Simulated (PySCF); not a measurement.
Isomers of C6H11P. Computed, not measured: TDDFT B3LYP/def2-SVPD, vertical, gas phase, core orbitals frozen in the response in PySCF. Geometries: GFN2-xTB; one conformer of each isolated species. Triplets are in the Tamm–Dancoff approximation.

Problem. Rank by computed lowest singlet excitation energy, highest first.
A. `CC[C@@H](C)P1C=C1`
B. `CC1=C(C(C)C)P1`
C. `C1C2CCP1CC2`
D. `CC1=CCP(C)C1`
E. `C(CPCC#C)C`

Solution. E (6.08 eV), C (5.91 eV), D (5.58 eV), B (5.25 eV), A (4.65 eV).

```json
{"SMILES": "C#CCPCCC", "S1 (eV)": "6.08", "T1 (eV)": "5.33", "f (S1)": "0.011", "α (au)": "97.7", "HOMO (eV)": "-6.82", "S1 mainly": "H→L (94%)"}
{"SMILES": "C1CP2CCC1C2", "S1 (eV)": "5.91", "T1 (eV)": "5.25", "f (S1)": "0.038", "α (au)": "89.1", "HOMO (eV)": "-6.44", "S1 mainly": "H→L (99%)"}
{"SMILES": "CC1=CCP(C)C1", "S1 (eV)": "5.58", "T1 (eV)": "4.38", "f (S1)": "0.003", "α (au)": "94.5", "HOMO (eV)": "-6.30", "S1 mainly": "H→L (95%)"}
{"SMILES": "CC1=C(C(C)C)P1", "S1 (eV)": "5.25", "T1 (eV)": "4.12", "f (S1)": "0.037", "α (au)": "98.3", "HOMO (eV)": "-6.11", "S1 mainly": "H→L (92%)"}
{"SMILES": "CC[C@@H](C)P1C=C1", "S1 (eV)": "4.65", "T1 (eV)": "3.75", "f (S1)": "0.002", "α (au)": "94.4", "HOMO (eV)": "-6.24", "S1 mainly": "H→L (97%)"}
```

H and L stand for HOMO and LUMO.
